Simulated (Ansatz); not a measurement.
Basis-set extrapolation for C2H5BCl2O (PBE0-D4/def2-TZVP geometry, frozen core, Ansatz 0.2.0). Multiplicity 1, RHF reference.

```
                       def2-TZVPP    def2-QZVPP
                 HF  -1097.274905  -1097.308404
    MP2 correlation     -1.067599     -1.154181
CCSD(T) correlation     -1.171708       not run
```

Energies in hartree. Use E(X) = E(∞) + A·exp(−7.88·√X) for Hartree–Fock and E(X) = E(∞) + B·X^(−2.97) for correlation, with X = 3 and 4, and add CCSD(T) minus MP2 of the smaller set to the MP2 limit.

Q: What is the CCSD(T) energy at the basis-set limit?

A: HF limit: -1097.308404 + (-0.033499) × 0.13774 = -1097.31302. MP2 limit: -1.154181 + (-0.086582) × 0.74074 = -1.21832. Higher-order term: -1.171708 − (-1.067599) = -0.10411. Total: -1098.63545 hartree, 495.8 kJ/mol below CCSD(T)/def2-TZVPP.
